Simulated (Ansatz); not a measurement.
(1) Predict a relaxed structure of NbS3⁻, charge -1, singlet, at PBE-D4/def2-SVPD (Ansatz).

## Answers

(1) 
```xyz
4

Nb   -0.039    0.414    0.243
S     2.106   -0.174    0.315
S    -0.723    0.822   -1.834
S    -1.344   -1.062    1.277
```
Point group C3v (tolerance 0.1 Å). The metal has 3 neighbours: S 2.22 Å, S 2.22 Å, S 2.22 Å. This is one stationary point.

In the def2 sets Nb takes a core potential; there is no spin–orbit coupling. The relaxation made no stability test and no search for a lower SCF solution. The structure comes from a short search, and lower isomers may exist.
